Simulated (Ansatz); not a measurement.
Computed with Ansatz on PBE0-D4/def2-TZVP structures; ΔE is electronic, products minus reactants. CBS: MP2 limit from def2 TZ/QZ plus the TZ coupled-cluster correction, frozen cores. This one scheme is used for every species. Functionals use def2-TZVPP. Each species was taken in one conformer, which may not be the lowest.

`CB(O)CN` + H₂ → `NCBO` + CH₄  (hydrogenolysis of a B–C bond)

`CB(O)CN`:

```xyz
13

C    -0.824    1.084   -0.965
B    -0.112   -0.287   -0.722
O     0.022   -1.131   -1.786
C     0.470   -0.723    0.684
N     0.199    0.216    1.764
H    -1.607    1.247   -0.219
H    -0.113    1.909   -0.831
H    -1.251    1.170   -1.965
H     0.475   -1.951   -1.570
H     0.006   -1.687    0.939
H     1.544   -0.952    0.546
H     0.689   -0.041    2.610
H     0.503    1.148    1.515
```

H₂:

```xyz
2

H     0.306    0.024    0.212
H    -0.306   -0.024   -0.212
```

`NCBO`:

Cartesian coordinates in Å:
```
N 0.976 -0.759 0.125
C 0.368 0.509 -0.305
B -1.175 0.499 0.042
O -1.703 -0.670 0.442
H 1.293 -0.694 1.084
H 1.782 -1.002 -0.433
H 0.437 0.579 -1.399
H 0.885 1.403 0.068
H -1.890 1.456 -0.058
H -0.973 -1.320 0.432
```

CH₄:

```xyz
5

C     0.000    0.000    0.000
H    -0.072    0.409   -1.008
H     1.049   -0.104    0.276
H    -0.482   -0.977    0.031
H    -0.495    0.672    0.701
```

| species | ωB97M-V energy (Eh) |
| --- | --- |
| `CB(O)CN` | -235.90355 |
| H₂ | -1.16132 |
| `NCBO` | -196.58600 |
| CH₄ | -40.49280 |

(1) Work out ΔE.

Largest T1 diagnostic among the species: 0.012.

## Answers

(1) ΔE = (-196.58600) + (-40.49280) − (-235.90355) − (-1.16132) = -0.01393 Eh = -8.7 kcal/mol. CCSD(T)/CBS gives -8.6 kcal/mol.

In def2-TZVPP, CCSD(T) changes the Hartree–Fock value by +3.0 kcal/mol (the triples alone add +0.5 kcal/mol) and MP2 by +3.8 kcal/mol. The D4 term adds +1.9 kcal/mol with B3LYP and +1.1 kcal/mol with PBE0; it sums over pairs of atoms, weighted by their polarisabilities, and B3LYP, whose exchange is more repulsive, gets the larger term.

B3LYP here is the variant with VWN-RPA as its local correlation; programs differ in this.
